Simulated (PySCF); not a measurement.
Field gradients at the hydrogen positions

Compound: C8H15P.
Cartesian coordinates in Å at the GFN2-xTB level; atoms count from 1:
```
atom  x, y, z in Å
C1    -4.0139    0.3191   -0.3516
C2    -3.1113   -0.1985    0.4615
C3    -1.6443    0.0470    0.3675
C4    -1.0074    0.5966    1.6617
P5     0.4299   -0.6096    1.5769
C6     1.5514    0.3895    0.4698
C7     2.6752   -0.4758   -0.0928
C8     3.6198    0.3321   -0.9746
C9    -0.7846   -1.2322    0.2855
H10   -3.7384    0.9740   -1.1626
H11   -5.0657    0.1147   -0.2439
H12   -3.4153   -0.8519    1.2702
H13   -1.4439    0.7088   -0.4781
H14   -0.7499    1.6548    1.6514
H15   -1.6258    0.3961    2.5377
H16    0.9800    0.8492   -0.3406
H17    1.9767    1.1882    1.0855
H18    2.2460   -1.2960   -0.6742
H19    3.2347   -0.9202    0.7339
H20    3.0811    0.7660   -1.8151
H21    4.0746    1.1405   -0.4054
H22    4.4131   -0.3007   -1.3660
H23   -1.3201   -2.1075    0.6552
H24   -0.3737   -1.4644   -0.6960
```

Level: PBE0/pcSseg-1 (PySCF, non-relativistic); Q(2H) = 0.00286 b; rigid geometry, the same for H and D, with no vibrational averaging.

Problem. Rank these positions by the coupling χzz of a deuteron there, largest first.
A. H11 (vinylic hydrogen)
B. H19 (methylene hydrogen)
C. H23 (methylene hydrogen)
D. H24 (methylene hydrogen)

Solution. A (227 kHz), D (213 kHz), C (209 kHz), B (202 kHz).

Problem. Give the electric field gradient Vzz (the principal value of largest size), its asymmetry and the 2H coupling at each hydrogen.

Solution. 
```csv
atom,bonded to,bond length (Å),Vzz (au),η,χzz (kHz)
H10,C1,1.078,0.3354,0.06,225
H11,C1,1.077,0.3380,0.05,227
H12,C2,1.083,0.3222,0.06,217
H13,C3,1.092,0.3022,0.03,203
H14,C4,1.089,0.3160,0.02,212
H15,C4,1.091,0.3103,0.03,208
H16,C6,1.093,0.3058,0.02,206
H17,C6,1.094,0.3032,0.02,204
H18,C7,1.093,0.3020,0.03,203
H19,C7,1.093,0.3010,0.02,202
H20,C8,1.089,0.3137,0.02,211
H21,C8,1.088,0.3140,0.02,211
H22,C8,1.088,0.3163,0.02,213
H23,C9,1.091,0.3106,0.03,209
H24,C9,1.089,0.3168,0.02,213
```

Problem. How does χzz go with the bond length over the 15 C–H bonds?

Solution. A straight-line fit has a slope of -14.1 kHz for each 0.01 Å, with a correlation coefficient of -0.98, over lengths from 1.077 to 1.094 Å. The longer bonds have the smaller couplings here.

Problem. Give the 2H NMR doublet splittings at H15 for a magnetic field along the z, y and x axes of the gradient: 3χ/2, 3χ(1 + η)/4, 3χ(1 − η)/4.

Solution. With |χ| = 208.5 kHz and η = 0.030: 313, 161 and 152 kHz, to first order and without motion.

One conformer (not necessarily the lowest) at the GFN2-xTB geometry, without solvent, vibrations or thermal averaging. GFN2-xTB bond lengths can be off by several hundredths of an ångström, more for odd bonds, and the gradients follow them. With so small a basis the couplings can be 20 % off.
